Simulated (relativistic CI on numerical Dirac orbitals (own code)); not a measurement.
**Sensitivity of the levels of Co XIX to α and to the nuclear radius**

Computed by Dirac-Coulomb-Breit CI, orbitals from a KLI potential per configuration, derivatives by finite differences, unscaled Slater integrals, QED left out (own radial code, finite nucleus).

Configuration list (outside the closed core 1s2): 2s2 2p5, 2s 2p6, 2p6 3s, 2p6 3p, 2s2 2p4 3s, 2p6 3d, 2s2 2p4 3p, 2s2 2p4 3d. Levels of other configurations are missing.

With x = (α/α₀)² − 1 an excitation energy changes as ω = ω₀ + qx; K = 2q/ω₀ is the relative enhancement. Terms are leading LS components, so labels can repeat. The field-shift factor is F = δν/δ⟨r²⟩ for the transition from the lowest level.

Lowest level 2s2 2p5 2P°_3/2.

| Level | ω₀ (cm⁻¹) | q (cm⁻¹) | F (GHz/fm²) |
| --- | --- | --- | --- |
| 2s2 2p5 2P°_1/2 | 121551 | 124100 | -0.279 |
| 2s 2p6 2S_1/2 | 1147351 | 154900 | -104 |
| 2s2 2p4 3s 4P_5/2 | 6847120 | -40190 | 34 |
| 2s2 2p4 3s 2P_3/2 | 6875753 | -39620 | 33.8 |
| 2s2 2p4 3s 4P_1/2 | 6935559 | 12670 | 33.4 |
| 2s2 2p4 3s 4P_3/2 | 6961156 | 74250 | 33.7 |
| 2s2 2p4 3s 2P_1/2 | 6986198 | 65820 | 33.4 |
| 2s2 2p4 3s 2D_5/2 | 7047591 | 64870 | 33.7 |
| 2s2 2p4 3s 2D_3/2 | 7052225 | 69510 | 33.7 |
| 2s2 2p4 3p 4P°_3/2 | 7111105 | -30080 | 8.66 |
| 2s2 2p4 3p 4P°_5/2 | 7115022 | -21450 | 8.64 |
| 2s2 2p4 3p 4D°_7/2 | 7146407 | -4048 | 8.59 |
| 2s2 2p4 3p 2P°_1/2 | 7147896 | -5121 | 8.54 |
| 2s2 2p4 3p 2D°_5/2 | 7148330 | -11960 | 8.62 |
| 2s2 2p4 3p 4D°_1/2 | 7204735 | 15810 | 8.04 |
| 2s2 2p4 3p 4D°_3/2 | 7208584 | 37770 | 8.52 |
| 2s2 2p4 3p 4P°_1/2 | 7217274 | 79210 | 8.42 |
| 2s2 2p4 3s 2S_1/2 | 7217926 | 162300 | 30.8 |
| 2s2 2p4 3p 4D°_3/2 | 7228305 | 47780 | 8.13 |
| 2s2 2p4 3p 4D°_5/2 | 7252138 | 113100 | 8.33 |
| 2s2 2p4 3p 2P°_3/2 | 7253758 | 76830 | 8.31 |
| 2s2 2p4 3p 2S°_1/2 | 7273383 | 108900 | 8.29 |
| 2s2 2p4 3p 2D°_3/2 | 7276724 | 105800 | 8.32 |

At this charge energies of transitions that change n are usually good to better than 1 %, and those within a shell (Δn = 0) to a few per cent.

Task: Which transition from the lowest level has the largest |K|?

Result: 2s2 2p5 2P°_1/2 at 121551 cm⁻¹, K = 2.04.
